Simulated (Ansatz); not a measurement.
C₂H₉AlSSi. Total charge 0; spin multiplicity 1. The bonds changed during the relaxation, so this is another structure than the one it started from. The structure was optimised at the PBE0-D4/def2-TZVP level. It is one conformer, not always the lowest.

```xyz
14

Al   -0.757   -0.267   -2.137
C     0.198    1.385   -1.674
S     1.031    0.173   -0.556
C     0.084    0.360    0.963
Si    0.349   -1.118    2.106
H    -0.275   -1.081   -3.408
H    -2.034   -0.644   -1.270
H    -0.212    2.195   -1.074
H     0.960    1.768   -2.353
H     0.393    1.286    1.455
H    -0.980    0.430    0.720
H     1.798   -1.287    2.386
H    -0.181   -2.345    1.464
H    -0.373   -0.857    3.378
```

Question: What is the dipole moment at ωB97M-V/def2-TZVPP? (An estimate is asked.)

Answer: The calculation gave: 2.33 D, with components (0.17, 1.65, 1.64) D in this frame, pointing from negative to positive charge.

Question: And with PBE, r2SCAN, B3LYP? (An estimate is asked.)

Answer: Ansatz gave: PBE 2.43 D, r2SCAN 2.47 D, B3LYP 2.36 D.

Question: Give the Mulliken charges with ωB97M-V, PBE, r2SCAN in def2-TZVPP. (Estimate.)

Answer: The calculation gave: 
```
atom  ωB97M-V    PBE  r2SCAN
 Al1     0.33   0.29    0.43
  C2    -0.43  -0.31   -0.32
  S3     0.03  -0.02   -0.04
  C4    -0.36  -0.21   -0.18
 Si5     0.17   0.19    0.28
  H6    -0.12  -0.13   -0.17
  H7    -0.15  -0.15   -0.19
  H8     0.13   0.10    0.08
  H9     0.13   0.11    0.08
 H10     0.15   0.12    0.09
 H11     0.16   0.13    0.11
 H12    -0.01  -0.04   -0.06
 H13    -0.01  -0.03   -0.05
 H14    -0.02  -0.05   -0.06
```

B3LYP here is the variant with VWN-RPA as its local correlation; programs differ in this.
